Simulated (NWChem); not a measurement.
Molecule: C2H4O3Si; SMILES O=C1OC[Si@@H]1O

```xyz
10

O     -1.3456    -1.8187     0.0364
C     -0.4654    -1.0241    -0.0311
O      0.8570    -1.3203     0.2103
C      1.5566    -0.0591     0.1205
Si    -0.0379     0.8310    -0.4279
O     -0.6892     2.0842     0.4328
H      1.9788     0.2141     1.1006
H      2.3772    -0.1338    -0.6095
H     -0.1172     1.2514    -1.8498
H     -0.8337     1.9720     1.3773
```
Atoms are numbered in this order, from 1.

Program: NWChem. The geometry was optimised at PBE0/def2-SVP. Level PBE/def2-SVP: energy and gradient; each run changes one setting, and changes count from the defaults (medium grid, exact Coulomb integrals, symmetry on).

Problem. Which setting moves the energy most, and by about how much (defaults; extra-fine grid; Coulomb fitting, Ahlrichs set; Becke weights; tight SCF thresholds and tolerances)?

Solution. Coulomb fitting, Ahlrichs set, by about 1000 μHa.
| setting | size of the energy change (μHa) | largest change of a gradient component (μHa/bohr) | time, defaults = 1 (rough) |
|---|---|---|---|
| defaults | < 10 | < 30 | about 1 |
| extra-fine grid | < 10 | 90 | 2 |
| Becke weights | < 10 | 70 | about 1 |
| tight SCF thresholds and tolerances | < 10 | < 30 | about 1 |
| Coulomb fitting, Ahlrichs set | 1000 | 100 | 0.4 |
